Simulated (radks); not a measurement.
Task: Isoelectronic series with 18 electrons, each ion in its NIST ground configuration. Calculated with a radial shooting solver on a logarithmic mesh with Libxc functionals: scalar-relativistic Kohn-Sham, PBEsol, spin-polarised, spherical densities, point nucleus. Total energies (hartree) and mean radii <r> (bohr):

| ion | configuration | E (hartree) | 3p | 3s | 2p | 2s |
|---|---|---|---|---|---|---|
| Ar | [Ar] | -528.48401 | 1.664 | 1.408 | 0.3770 | 0.4146 |
| Sc3+ | [Ar] | -761.51485 | 1.129 | 1.056 | 0.3079 | 0.3439 |
| Cr6+ | [Ar] | -1039.87149 | 0.8719 | 0.8462 | 0.2599 | 0.2931 |
| Co9+ | [Ar] | -1363.79914 | 0.7137 | 0.7066 | 0.2246 | 0.2551 |
| Zn12+ | [Ar] | -1733.68294 | 0.6053 | 0.6067 | 0.1976 | 0.2254 |
| As15+ | [Ar] | -2149.99893 | 0.5259 | 0.5315 | 0.1763 | 0.2018 |

Estimate the row of Kr18+ ([Ar]).

Result: E (hartree) -2613.30256; 3p 0.4649; 3s 0.4726; 2p 0.1590; 2s 0.1824.
